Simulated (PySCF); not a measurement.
Species: C4H6O2S (charge -1 and doublet state).
Z-matrix (Å and degrees, GFN2-xTB geometry), rows numbered from 1:
```
C 
C   1  1.4994
S   2  1.6713  1  121.96
O   2  1.3538  1  114.25  3  -176.33
C   4  1.4524  2  118.12  1   138.57
C   5  1.4839  4  107.61  2   -98.60
O   6  1.2420  5  125.34  4  -111.39
H   1  1.0870  2  109.62  3   -10.00
H   1  1.0951  2  110.42  3   110.28
H   1  1.0931  2  110.69  3  -130.77
H   5  1.0929  4  106.69  2   141.78
H   5  1.0997  4  107.01  2    23.46
H   6  1.1053  5  113.76  4    62.28
```

The hyperfine couplings belong to this conformer and change with its torsions.

As a line formula: `C[C]([S-])OCC=O` [radical] (charge -1).

Computed with UKS B3LYP, pcH-1 on C H O S, non-relativistic, mean-field spin-orbit, GIAO (PySCF). Whether the extra electron is bound in the gas phase wasn't checked; a finite basis holds it in any case. A GFN2-xTB geometry isn't a minimum of the functional, and hyperfine couplings can be far from their values at a DFT geometry, by a factor of two or more for some ions and for spin on atoms past the first row. The SCF solution wasn't tested for stability.

(1) The isotropic 13C couplings are +63.1, +29.6, +17.1, -7.3 MHz. Assign them to C1; C2; C5; C6.

(2) The isotropic 17O couplings are -86.9, -14.9 MHz. Assign them to O4; O7.

(3) The isotropic 1H couplings, averaged over equivalent nuclei, are +29.9, -15.0, +6.5 MHz. Assign them to H8/H9/H10; H11/H12; H13.

Answers

(1) 
```tsv
site	a_iso (MHz)	ρ(0) (bohr⁻³)	position	distance from C2 (Å)	spin population	largest |T| (MHz)
C1	-7.3	-0.0065	1 bond from C2	1.50	-0.04	1.9
C2	+63.1	+0.0560	largest spin population	0.00	+0.44	92.3
C5	+29.6	+0.0263	2 bonds from C2	2.41	+0.04	7.5
C6	+17.1	+0.0153	3 bonds from C2	3.22	+0.20	32.9
```

(2) 
```csv
site,a_iso (MHz),ρ(0) (bohr⁻³),position,distance from C2 (Å),spin population,largest |T| (MHz)
O4,-86.9,+0.1435,1 bond from C2,1.35,-0.01,14.5
O7,-14.9,+0.0246,4 bonds from C2,4.34,+0.15,57.0
```

(3) 
| site | a_iso (MHz) | ρ(0) (bohr⁻³) | position | distance from C2 (Å) | bound to | spin population there | largest \|T\| (MHz) |
| --- | --- | --- | --- | --- | --- | --- | --- |
| H8/H9/H10 | +29.9 | +0.0067 | 2 bonds from C2 | 2.14 | C1 | -0.04 | 5.5 |
| H11/H12 | +6.5 | +0.0015 | 3 bonds from C2 | 2.83 | C5 | +0.04 | 4.0 |
| H13 | -15.0 | -0.0034 | 4 bonds from C2, on C6 of spin population +0.20 | 3.11 | C6 | +0.20 | 7.8 |

ρ(0) is the spin density at the nucleus and T the dipolar tensor; a_iso includes a spin–orbit part; entries for several nuclei are means. The largest Mulliken spin populations are on C2 (+0.44), C6 (+0.20), S3 (+0.16) and O7 (+0.15).

β density exceeds α density at some nuclei, such as C1 (-0.0065) and H13 (-0.0034), spin density in bohr⁻³. In a single determinant that takes different orbitals for the two spins, that is spin polarisation.

Nuclei that the bonding pattern makes equivalent are averaged, as if the motion that swaps them (rotation, inversion, ring flip) were fast. The three 1H nuclei of mean +29.9 MHz run from 1.3 to 48.4 MHz in the frozen geometry. The 1H value of +6.5 MHz is a mean of couplings from -4.5 to 17.6 MHz in this one geometry, not an average over conformers.

C2, the radical centre as drawn in `C[C]([S-])OCC=O`, holds a spin population of +0.44 out of 1.
